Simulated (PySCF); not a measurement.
AlCl4, SMILES [Cl][Al-]([Cl])([Cl])[Cl], charge -1. Atoms are numbered in the order given.

```xyz
5

Cl    -1.2592     1.2592    -1.2592
Al     0.0000     0.0000     0.0000
Cl     1.2592     1.2592     1.2592
Cl     1.2592    -1.2592    -1.2592
Cl    -1.2592    -1.2592     1.2592
```
Charge -1, spin multiplicity 1.

The structure is a stationary point at B3LYP-D3(BJ)/def2-SVPD.

Level of theory: PySCF with B3LYP-D3(BJ)/def2-SVPD.

Frequencies are harmonic and unscaled.

Modes within 1.5 cm⁻¹ of each other (mostly degenerate sets) share a row, with their intensities summed.

Computed harmonic wavenumbers and intensities:
```
mode  ν (cm⁻¹)  IR (km/mol)  moving atoms (share of kinetic energy)
----  --------  -----------  --------------------------------------
1–2        108          0.0                                Cl 100 %
3–5        168         17.0                        Cl 84 %, Al 16 %
6          329          0.0                                Cl 100 %
7–9        485        506.7                        Al 68 %, Cl 32 %
```
